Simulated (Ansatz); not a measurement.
System: C4H7 (charge -1, singlet). It need not be the lowest isomer of its formula. Whether it binds its extra electron was not tested at this geometry. 
Geometry from a B3LYP-D3(BJ)/def2-TZVP (Ansatz, a quantum-chemistry and plane-wave program) optimisation:
SMILES: C(=C\[CH2-])/C
```xyz
11

C     -1.9798     0.3135     0.0811
C     -0.5952     0.3355     0.2245
C      0.4166    -0.4713    -0.2720
C      1.8715    -0.1957    -0.0519
H     -2.6039     1.0206     0.6140
H     -2.4845    -0.4477    -0.5078
H     -0.2272     1.1547     0.8568
H      0.1633    -1.3068    -0.9244
H      1.9922     0.6284     0.6633
H      2.4408     0.1071    -0.9572
H      2.4412    -1.0483     0.3657
```
Charge -1, spin multiplicity 1.

Total electronic energies in hartree. Valence correlation only, unless marked. No spin-orbit coupling. No relativistic terms. CBS(X,Y): correlation extrapolated as X^-3; Hartree-Fock from the larger set. The bracket is a focal-point correction in the basis named.

```
level                                                                 program  energy (Eh)
-------------------------------------------------------------  --------------  -----------
revPBE/def2-TZVPD                                                      Ansatz            …
PBE0/STO-3G                                                            Ansatz   -154.36031
r2SCANh/def2-TZVPD                                                     Ansatz            …
B2GP-PLYP-D3(BJ)/def2-TZVPD                                    Ansatz + dftd3   -156.44903
MP2/6-31G                                                              Ansatz   -155.73688
RI-MP2/aug-cc-pVTZ                                                     Ansatz   -156.22567
RI-MP2/cc-pVTZ                                                         Ansatz   -156.20258
RI-MP2/cc-pVQZ                                                         Ansatz   -156.25994
RI-MP2/CBS(aug-cc-pVTZ,aug-cc-pVQZ)+[CCSD(T)-MP2]/aug-cc-pVTZ          Ansatz    -156.3658
```

Task: Some entries are withheld; supply them.

Result: 
- revPBE/def2-TZVPD, energy (Eh): -156.59447
- r2SCANh/def2-TZVPD, energy (Eh): -156.52927
